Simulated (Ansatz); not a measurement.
Ansatz (a first-principles code) input (RPA@PBE/cc-pVTZ):

Ansatz 0.2 input:
```yaml
crystal:
  periodic: [false, false, false]
  atoms:
    - {symbol: Se, position_ang: [0.00000000, -0.00000000, -0.00000000]}
    - {symbol: H, position_ang: [1.56119827, 0.00419942, 0.00096520]}
    - {symbol: H, position_ang: [-1.56119827, -0.00419942, -0.00096520]}
    - {symbol: H, position_ang: [-0.00420244, 1.56119085, 0.00490646]}
    - {symbol: H, position_ang: [0.00420244, -1.56119085, -0.00490646]}
    - {symbol: H, position_ang: [-0.00095200, -0.00490904, 1.56119621]}
    - {symbol: H, position_ang: [0.00095200, 0.00490904, -1.56119621]}
basis:
  gaussian:
    orbitals: cc-pVTZ
hamiltonian:
  xc: pbe
magnetization: {spin_polarized: false}
correlation: {method: rpa, electrons: outside_noble_gas}
```

Output:

```
Functional definition: PBE
integrals: 0.10 GiB planned
717 factors; integrals over basis functions are off by at most 5.8e-4 eV
mean field: 0.52 GiB planned
mean field evaluation 1: about -65431.4580 eV, gradient 1.9e1 eV
mean field evaluation 2: about -65431.4408 eV, gradient 1.9e1 eV
mean field evaluation 4: about -65432.0264 eV, gradient 1.4e0 eV
mean field evaluation 8: about -65432.0311 eV, gradient 1.4e-3 eV
mean field -65432.03107391 eV, -2404.5827905426 hartree, gradient 1.8e-6 eV, S^2 0.000000; 0 other end points of the search recorded, 0 dependent functions left out
14 core orbitals not correlated
reference -65390.62095042 eV, -2403.0609965730 hartree; 6, 6 occupied and 107, 107 virtual orbitals, 717 factors
Total energy: -65404.36714941 eV, -2403.5661600686 hartree
```
